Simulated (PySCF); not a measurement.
**SMILES CC=C=C(F)Br, C₄H₄BrF**

Geometry:
```csv
atom,x (Å),y (Å),z (Å)
C1,-1.590,-0.443,-0.086
C2,-0.523,0.576,0.142
C3,0.756,0.330,0.155
C4,2.027,0.090,0.125
F5,2.747,-0.248,1.193
Br6,3.074,0.181,-1.433
H7,-1.169,-1.434,-0.247
H8,-2.194,-0.168,-0.956
H9,-2.267,-0.482,0.772
H10,-0.851,1.601,0.314
```

Method used: TDDFT CAM-B3LYP/def2-TZVPD circular dichroism and optical rotation, one conformer, IEF-PCM chloroform (non-equilibrium linear response, no local-field factor) in PySCF. Geometry: PBE0-D3(BJ)/def2-TZVP.

The calculation is non-relativistic, which matters for the atoms heavier than Zn. No stereocentre is labelled: unless the shape is locked (an allene, a helicene, a hindered biaryl), the mirror image is equally populated and a measured rotation or CD is zero.

Problem. Draw the ECD and absorption spectra from the lowest 12 states, each a Gaussian of half-width 0.3 eV at 1/e height.

Solution. 
| E (eV) | λ (nm) | Δε (L mol⁻¹ cm⁻¹) | ε (L mol⁻¹ cm⁻¹) |
| --- | --- | --- | --- |
| 4.09 | 303 | +0.04 | 1.21 |
| 4.24 | 292 | +0.17 | 4.98 |
| 4.39 | 282 | +0.42 | 12.5 |
| 4.54 | 273 | +0.63 | 18.9 |
| 4.69 | 264 | +0.58 | 17.4 |
| 4.84 | 256 | +0.32 | 9.71 |
| 4.99 | 248 | +0.11 | 3.29 |
| 5.14 | 241 | +0.02 | 0.718 |
| 5.29 | 234 | +0.01 | 1.19 |
| 5.44 | 228 | +0.07 | 16.8 |
| 5.59 | 222 | +0.61 | 156 |
| 5.74 | 216 | +3.21 | 881 |
| 5.89 | 210 | +9.91 | 3060 |
| 6.04 | 205 | +16.21 | 6700 |
| 6.19 | 200 | +6.75 | 10000 |
| 6.34 | 195 | -22.49 | 12600 |
| 6.49 | 191 | -38.82 | 17600 |
| 6.64 | 187 | -6.02 | 29700 |
| 6.79 | 183 | +54.99 | 46700 |
| 6.94 | 179 | +83.43 | 53900 |
| 7.09 | 175 | +59.62 | 42600 |
| 7.24 | 171 | +21.20 | 25300 |
| 7.39 | 168 | +0.62 | 14900 |
| 7.54 | 164 | -5.55 | 10800 |

Δε uses R in velocity form, ε uses f in length form. Only the states computed contribute, so the short-wavelength end is incomplete.
